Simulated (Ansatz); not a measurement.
Geometry optimisation, RHF/def2-SVP (Ansatz).

Input file:

```yaml
crystal:
  periodic: [false, false, false]
  atoms:
    - { symbol: B, position_ang: [0.0, 0.0, 0.0] }
    - { symbol: "N", position_ang: [0.0, 0.0, 1.9] }
    - { symbol: H, position_ang: [-0.877, -0.2713, 2.43] }
    - { symbol: H, position_ang: [0.877, 0.2713, 2.43] }
    - { symbol: F, position_ang: [1.1431, 0.0, -0.66] }
    - { symbol: F, position_ang: [-1.1431, 0.0, -0.66] }
    - { symbol: F, position_ang: [-0.2026, 1.5239, 0.5108] }
    - { symbol: H, position_ang: [-0.1429, 1.0745, 1.5229] }
basis:
  gaussian: { orbitals: def2-SVP }
hamiltonian:
  xc: hf
relax:
  f_tol: 0.15
  max_steps: 25
  restrain:
    - { distance: [0, 6], at: 2.52, k: 30.0 }
    - { distance: [7, 1], at: 2.26, k: 30.0 }
    - { distance: [0, 1], at: 1.55, k: 30.0 }
    - { distance: [7, 6], at: 0.92, k: 30.0 }
```

Command:

```bash
$ ansatz run input.yaml --threads 2 --pin off --max-ram 3072MiB --backend cpu --events-out ev --progress --plain --runs-dir out
```

Q: Where does it end, and by what steps?

A: The run converged. The restraints hold the end off the free minimum. After 8 steps the energy has fallen by 3.209 eV (the restraints' own energy left out); H8 moved furthest, 0.96 Å. Parted: B1–F7 (1.62 → 2.53 Å), N2–H8 (1.15 → 2.26 Å).

```csv
step,energy less start (eV),largest force component (eV/Å),accepted
0,0.0000,5.055,yes
1,-0.3921,2.571,yes
2,-0.9120,2.376,yes
3,-1.8139,2.233,yes
4,-2.8341,2.186,yes
5,-3.0627,2.181,yes
6,-3.1640,2.354,yes
7,-3.2033,2.313,yes
8,-3.2087,2.220,yes
```

```xyz
8
Properties=species:S:1:pos:R:3
B 0.020 -0.188 0.264
N 0.016 -0.197 1.738
H -0.782 -0.558 2.221
H 0.880 -0.346 2.221
F 1.148 -0.077 -0.390
F -1.097 -0.354 -0.396
F -0.281 2.310 0.479
H -0.249 2.008 1.337
```

Time of the run: 9.2 s on 2 threads of Arm Neoverse V1, with other jobs on the host, peak memory 0.15 GiB.
